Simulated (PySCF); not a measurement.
Task: Give a PBE0-D3(BJ)/def2-SVP geometry of InChI=1S/C8H10O/c1-6-3-4-8(9)7(2)5-6/h3-5,9H,1-2H3.

Result: 
```xyz
19
C8H10O angstrom
C      3.0462   -0.9575   -0.0333
C      1.7191   -0.2577   -0.1008
C      1.6246    1.1108   -0.3526
C      0.3836    1.7434   -0.4221
C     -0.7890    1.0141   -0.2395
O     -2.0194    1.5776   -0.2968
C     -0.7305   -0.3676    0.0181
C     -2.0018   -1.1349    0.2109
C      0.5244   -0.9685    0.0810
H      3.1516   -1.5336    0.8996
H      3.8797   -0.2423   -0.0816
H      3.1694   -1.6683   -0.8671
H      2.5340    1.7004   -0.4971
H      0.3268    2.8189   -0.6196
H     -1.9257    2.5195   -0.4722
H     -1.7978   -2.1835    0.4675
H     -2.6197   -1.1144   -0.7015
H     -2.6157   -0.6905    1.0099
H      0.5713   -2.0434    0.2837
```

Orientation and origin are arbitrary. Atoms count from 1 in this order. O6 (phenol-type oxygen) is bent (angle 109.0°). The 6-membered ring C2–C3–C4–C5–C7–C9 has internal angles of 117.6° to 122.9° (sum 720°, against 720° for a flat polygon); it is planar, 0.00 Å rms from its mean plane, widest ring torsion 0°. The 9 heavy atoms lie in one plane (0.003 Å rms). Of the pairs four or more bonds apart, H14···H15 is among the closest relative to their van der Waals radii: 2.28 Å, 95 % of the sum of Bondi's values.

Bonds between heavy atoms (Å): C1–C2 1.502, C2–C3 1.395, C3–C4 1.395, C4–C5 1.393, C5–O6 1.355, C5–C7 1.407, C7–C8 1.497, C7–C9 1.393, C2–C9 1.402.

Computed with PySCF 2.14.0, PBE0-D3(BJ)/def2-SVP geometry optimisation, gas phase.

Point group: near Cs, missed by 0.25 Å at most; the miss may be what the optimiser left on a soft mode. Whether it is a minimum is left open (no frequencies). One conformer, not necessarily the lowest (C4–C5–O6–H 0°).
